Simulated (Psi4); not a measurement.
C$_{2}$H (SMILES [C-]#C), charge -1, singlet, geometry from GFN2-xTB (a gas-phase anion, which may not be bound at this level); Psi4 with TPSS/6-31G**.

Input for Psi4:
```
memory 2 GB

molecule {
-1 1
  C    -0.00000000   -0.00000000   -0.47996454
  C     0.00000000    0.00000000    0.74605881
  H    -0.00000000   -0.00000000   -1.59656562
}

set basis 6-31g**
set e_convergence 1e-4

energy('tpss')
print_variables()
```

The log (banner, timings and long lists left out):

```
   => Loading Basis Set <=

    Name: 6-31G**
    Role: ORBITAL
    Keyword: BASIS

         ---------------------------------------------------------
                                   SCF
               by Justin Turney, Rob Parrish, Andy Simmonett
                          and Daniel G. A. Smith
                              RKS Reference
         ---------------------------------------------------------

  ==> Geometry <==

    Molecular point group: c2v
    Full point group: C_inf_v

    Geometry (in Angstrom), charge = -1, multiplicity = 1:

       Center              X                  Y                   Z               Mass
    ------------   -----------------  -----------------  -----------------  -----------------
         C            0.000000000000     0.000000000000    -0.543307611240    12.000000000000
         C            0.000000000000     0.000000000000     0.682715738760    12.000000000000
         H            0.000000000000     0.000000000000    -1.659908691240     1.007825032230

  Running in c2v symmetry.

  Rotational constants: A = ************  B =      1.41515  C =      1.41515 [cm^-1]
  Rotational constants: A = ************  B =  42425.09991  C =  42425.09991 [MHz]
  Nuclear repulsion =   19.737201527900996

  Charge       = -1
  Multiplicity = 1
  Electrons    = 14
  Nalpha       = 7
  Nbeta        = 7

  ==> Algorithm <==

  SCF Algorithm Type is DF.
  DIIS enabled.
  MOM disabled.
  Fractional occupation disabled.
  Guess Type is SAD.
  Energy threshold   = 1.00e-04
  Density threshold  = 1.00e-06
  Integral threshold = 1.00e-12

  ==> Primary Basis <==

  Basis Set: 6-31G**
    Blend: 6-31G**
    Number of shells: 15
    Number of basis functions: 35
    Number of Cartesian functions: 35
    Spherical Harmonics?: false
    Max angular momentum: 2

  ==> DFT Potential <==

   => LibXC <=

    Version 7.1.2
    S. Lehtola, C. Steigemann, M. J. T. Oliveira, and M. A. L. Marques,  SoftwareX 7, 1–5 (2018) (10.1016/j.softx.2017.11.002)

   => Composite Functional: TPSS <=

    TPSS Meta-GGA XC Functional

    J. Tao, et al., Phys. Rev. Lett., 91, 146401, 2003

    Deriv               =              1
    GGA                 =           TRUE
    Meta                =           TRUE

    Exchange Hybrid     =          FALSE
    MP2 Hybrid          =          FALSE

   => Exchange Functionals <=

    1.0000   XC_MGGA_X_TPSS

   => Correlation Functionals <=

    1.0000   XC_MGGA_C_TPSS

   => LibXC Density Thresholds  <==

    XC_MGGA_C_TPSS:  1.00E-15
    XC_MGGA_X_TPSS:  1.00E-15

   => Molecular Quadrature <=

    Radial Scheme          =       TREUTLER
    Pruning Scheme         =           NONE
    Nuclear Scheme         =       TREUTLER

    Blocking Scheme        =         OCTREE
    BS radius alpha        =              1
    Pruning alpha          =              1
    Radial Points          =             75
    Spherical Points       =            302
    Total Points           =          64201
    Total Blocks           =            551
    Max Points             =            256
    Max Functions          =             35
    Weights Tolerance      =       1.00E-15

   => Loading Basis Set <=

    Name: (6-31G** AUX)
    Role: JKFIT
    Keyword: DF_BASIS_SCF

  ==> Integral Setup <==

  SCF_SUBTYPE=INCORE selected. In-core MEM_DF algorithm will be used.
  Using in-core AOs.

  ==> MemDFJK: Density-Fitted J/K Matrices <==

    J tasked:                   Yes
    K tasked:                    No
    wK tasked:                   No
    Algorithm:                 Core
    Schwarz Cutoff:           1E-12
    Mask sparsity (%):       0.0000
    Fitting Condition:        1E-10

   => Auxiliary Basis Set <=

  Basis Set: (6-31G** AUX)
    Blend: CC-PVDZ-JKFIT
    Number of shells: 57
    Number of basis functions: 187
    Number of Cartesian functions: 187
    Spherical Harmonics?: false
    Max angular momentum: 3

  Minimum eigenvalue in the overlap matrix is 2.9144115356E-03.
  Reciprocal condition number of the overlap matrix is 5.2425433131E-04.
    Using symmetric orthogonalization.

  ==> Pre-Iterations <==

  SCF Guess: Superposition of Atomic Densities via on-the-fly atomic UHF (no occupation information).

   -------------------------
    Irrep   Nso     Nmo
   -------------------------
     A1        19      19
     A2         2       2
     B1         7       7
     B2         7       7
   -------------------------
    Total      35      35
   -------------------------

  ==> Iterations <==

                           Total Energy        Delta E     RMS |[F,P]|

   @DF-RKS iter SAD:   -76.17143762739430   -7.61714e+01   0.00000e+00
   @DF-RKS iter   1:   -76.39550625858904   -2.24069e-01   3.17111e-02 ADIIS/DIIS
   @DF-RKS iter   2:   -76.06212171218667    3.33385e-01   4.56939e-02 ADIIS/DIIS
   @DF-RKS iter   3:   -76.62018370784747   -5.58062e-01   1.63703e-02 ADIIS/DIIS
   @DF-RKS iter   4:   -76.65563846397974   -3.54548e-02   1.24824e-02 ADIIS/DIIS
   @DF-RKS iter   5:   -76.69405431731155   -3.84159e-02   3.96809e-04 ADIIS/DIIS
   @DF-RKS iter   6:   -76.69410933824615   -5.50209e-05   7.22969e-05 DIIS
   @DF-RKS iter   7:   -76.69411094044611   -1.60220e-06   1.08584e-05 DIIS
   @DF-RKS iter   8:   -76.69411097240368   -3.19576e-08   6.12673e-07 DIIS
  Energy and wave function converged.

  ==> Post-Iterations <==

   Electrons on quadrature grid:
      Ntotal   =   13.9999998355 ; deviation = -1.645e-07

    Orbital Energies [Eh]
    ---------------------

    Doubly Occupied:

       1A1    -9.681157     2A1    -9.661520     3A1    -0.362496
       4A1    -0.196127     1B2     0.061338     1B1     0.061338
       5A1     0.073601

    Virtual:

       6A1     0.323619     2B1     0.330215     2B2     0.330215
       7A1     0.637925     8A1     0.736072     3B2     0.795197
       3B1     0.795197     4B1     0.923757     4B2     0.923757
       9A1     0.951972    10A1     1.022777    11A1     1.351458
      12A1     1.493625     5B1     1.720628     5B2     1.720628
      13A1     1.838099     1A2     1.838104    14A1     2.221056
       2A2     2.221059     6B1     2.386246     6B2     2.386246
      15A1     2.479962    16A1     3.025312     7B1     3.069900
       7B2     3.069900    17A1     3.803580    18A1     4.389339
      19A1     5.023266

    Final Occupation by Irrep:
             A1    A2    B1    B2
    DOCC [     5,    0,    1,    1 ]
    NA   [     5,    0,    1,    1 ]
    NB   [     5,    0,    1,    1 ]

  @DF-RKS Final Energy:   -76.69411097240368

   => Energetics <=

    Nuclear Repulsion Energy =             19.7372015279009965
    One-Electron Energy =                -145.6355566240906114
    Two-Electron Energy =                  60.5866108221081276
    DFT Exchange-Correlation Energy =     -11.3823666983221905
    Empirical Dispersion Energy =           0.0000000000000000
    VV10 Nonlocal Energy =                  0.0000000000000000
    Total Energy =                        -76.6941109724036778

Computation Completed

Properties will be evaluated at   0.000000,   0.000000,   0.000000 [a0]

Properties computed using the SCF density matrix

 Multipole Moments:

 ------------------------------------------------------------------------------------
     Multipole            Electronic (a.u.)      Nuclear  (a.u.)        Total (a.u.)
 ------------------------------------------------------------------------------------

 L = 1.  Multiply by 2.5417464519 to convert [e a0] to [Debye]
 Dipole X            :          0.0000000            0.0000000            0.0000000
 Dipole Y            :          0.0000000            0.0000000            0.0000000
 Dipole Z            :          0.5689759           -1.5561137           -0.9871378
 Magnitude           :                                                    0.9871378

 ------------------------------------------------------------------------------------

  Variable Map:
  ----------------------------------------------------------------------------
  "CURRENT ENERGY"              =>     -76.694110972404
  "CURRENT REFERENCE ENERGY"    =>     -76.694110972404
  "DD SOLVATION ENERGY"         =>       0.000000000000
  "DFT FUNCTIONAL TOTAL ENERGY" =>     -76.694110972404
  "DFT TOTAL ENERGY"            =>     -76.694110972404
  "DFT VV10 ENERGY"             =>       0.000000000000
  "DFT XC ENERGY"               =>     -11.382366698322
  "GRID ELECTRONS ALPHA"        =>       6.999999917757
  "GRID ELECTRONS BETA"         =>       6.999999917757
  "GRID ELECTRONS TOTAL"        =>      13.999999835514
  "NUCLEAR REPULSION ENERGY"    =>      19.737201527901
  "ONE-ELECTRON ENERGY"         =>    -145.635556624091
  "PCM POLARIZATION ENERGY"     =>       0.000000000000
  "PE ENERGY"                   =>       0.000000000000
  "SCF ITERATION ENERGY"        =>     -76.694110972404
  "SCF ITERATIONS"              =>       8.000000000000
  "SCF TOTAL ENERGY"            =>     -76.694110972404
  "TWO-ELECTRON ENERGY"         =>      60.586610822108
  "XC GRID RADIAL POINTS"       =>      75.000000000000
  "XC GRID SPHERICAL POINTS"    =>     302.000000000000
  "XC GRID TOTAL POINTS"        =>   64201.000000000000

  Array Variable Map:
  ----------------------------------------------------------------------------
  "CURRENT DIPOLE"              =>       0.000000000000 ... -0.987137805919 1 by 3
  "SCF DIPOLE"                  =>       0.000000000000 ... -0.987137805919 1 by 3
  "SCF TOTAL ENERGIES"          =>     -76.171437627394 ... -76.694110972404 1 by 9
```
